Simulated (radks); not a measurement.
Trend from K2+ to Kr2+: ionisation energy by Delta-SCF between NIST ground configurations, and size. Calculated with a radial shooting solver on a logarithmic mesh with Libxc functionals: Dirac Kohn-Sham, BLYP, spin-unpolarised, spherical densities, finite nucleus; open shells fill j = l - 1/2 first; Fermi nuclear charge, rms radius of each element as measured or else 0.836 A^(1/3) + 0.57 fm.

[
 {"species": "K2+", "configuration": "[Ne] 3s2 3p5", "IE (eV)": "46.625", "NIST (eV)": "45.803", "kind": "semi-emp.", "r at 0.001 e/bohr^3 (bohr)": "3.10"},
 {"species": "Ca2+", "configuration": "[Ar]", "IE (eV)": "50.963", "NIST (eV)": "50.913", "kind": "exp.", "r at 0.001 e/bohr^3 (bohr)": "3.00"},
 {"species": "Sc2+", "configuration": "[Ar] 3d1", "IE (eV)": "24.889", "NIST (eV)": "24.757", "kind": "exp.", "r at 0.001 e/bohr^3 (bohr)": "3.12"},
 {"species": "Ti2+", "configuration": "[Ar] 3d2", "IE (eV)": "26.967", "NIST (eV)": "27.492", "kind": "exp.", "r at 0.001 e/bohr^3 (bohr)": "3.17"},
 {"species": "V2+", "configuration": "[Ar] 3d3", "IE (eV)": "28.920", "NIST (eV)": "29.311", "kind": "exp.", "r at 0.001 e/bohr^3 (bohr)": "3.17"},
 {"species": "Cr2+", "configuration": "[Ar] 3d4", "IE (eV)": "30.776", "NIST (eV)": "30.96", "kind": "exp.", "r at 0.001 e/bohr^3 (bohr)": "3.15"},
 {"species": "Mn2+", "configuration": "[Ar] 3d5", "IE (eV)": "32.427", "NIST (eV)": "33.67", "kind": "exp.", "r at 0.001 e/bohr^3 (bohr)": "3.11"},
 {"species": "Fe2+", "configuration": "[Ar] 3d6", "IE (eV)": "34.121", "NIST (eV)": "30.65", "kind": "exp.", "r at 0.001 e/bohr^3 (bohr)": "3.07"},
 {"species": "Co2+", "configuration": "[Ar] 3d7", "IE (eV)": "35.758", "NIST (eV)": "33.5", "kind": "semi-emp.", "r at 0.001 e/bohr^3 (bohr)": "3.03"},
 {"species": "Ni2+", "configuration": "[Ar] 3d8", "IE (eV)": "37.343", "NIST (eV)": "35.19", "kind": "exp.", "r at 0.001 e/bohr^3 (bohr)": "2.99"},
 {"species": "Cu2+", "configuration": "[Ar] 3d9", "IE (eV)": "38.885", "NIST (eV)": "36.84", "kind": "exp.", "r at 0.001 e/bohr^3 (bohr)": "2.94"},
 {"species": "Zn2+", "configuration": "[Ar] 3d10", "IE (eV)": "40.386", "NIST (eV)": "39.723", "kind": "exp.", "r at 0.001 e/bohr^3 (bohr)": "2.90"},
 {"species": "Ga2+", "configuration": "[Ar] 3d10 4s1", "IE (eV)": "31.545", "NIST (eV)": "30.726", "kind": "exp.", "r at 0.001 e/bohr^3 (bohr)": "3.30"},
 {"species": "Ge2+", "configuration": "[Ar] 3d10 4s2", "IE (eV)": "34.947", "NIST (eV)": "34.058", "kind": "exp.", "r at 0.001 e/bohr^3 (bohr)": "3.41"},
 {"species": "As2+", "configuration": "[Ar] 3d10 4s2 4p1", "IE (eV)": "28.028", "NIST (eV)": "28.35", "kind": "exp.", "r at 0.001 e/bohr^3 (bohr)": "3.56"},
 {"species": "Se2+", "configuration": "[Ar] 3d10 4s2 4p2", "IE (eV)": "31.125", "NIST (eV)": "31.70", "kind": "exp.", "r at 0.001 e/bohr^3 (bohr)": "3.58"},
 {"species": "Br2+", "configuration": "[Ar] 3d10 4s2 4p3", "IE (eV)": "33.559", "NIST (eV)": "34.87", "kind": "exp.", "r at 0.001 e/bohr^3 (bohr)": "3.55"},
 {"species": "Kr2+", "configuration": "[Ar] 3d10 4s2 4p4", "IE (eV)": "36.581", "NIST (eV)": "35.84", "kind": "exp.", "r at 0.001 e/bohr^3 (bohr)": "3.49"}
]

Reference values: NIST Atomic Spectra Database (exp. = measured, semi-emp. = semi-empirical, theory = theoretical value adopted there). Spin polarisation and multiplet splitting are left out, so open shells lie too high by an amount that depends on their filling.

Beside tabulated values, note that spin-unpolarised runs miss the spin-polarisation part of the exchange energy of open shells.
